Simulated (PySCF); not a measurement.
**Question.** Give a PBE0-D3(BJ)/def2-SVP geometry of CoMe2 (`[CH3][Co][CH3]`) [radical]. (Doublet state.)

**Answer.** 
```xyz
9
C2H6Co angstrom
Co     0.8900   -0.5176   -0.0318
C      0.1068    0.0585    1.5933
H      0.1024    1.1587    1.6708
H      0.7628   -0.3526    2.3904
H     -0.9167   -0.3141    1.7548
C     -0.0807   -0.0817   -1.5982
H     -1.1067   -0.4812   -1.6135
H      0.4936   -0.5475   -2.4279
H     -0.1188    1.0081   -1.7636
```

Orientation and origin are arbitrary. Atoms count from 1 in this order. Co1 (cobalt bonded to 2 C) is bent (angle 115.3°).

Bonds between heavy atoms (Å): Co1–C2 1.894, Co1–C6 1.894.

The calculation used PBE0-D3(BJ)/def2-SVP geometry optimisation, gas phase in PySCF.

Point group: near C2v, missed by 0.15 Å at most; the miss may be what the optimiser left on a soft mode (Cs holds within 0.08 Å). Whether it is a minimum is left open (no frequencies). ⟨S²⟩ = 1.051 (exact for a doublet: 0.75).
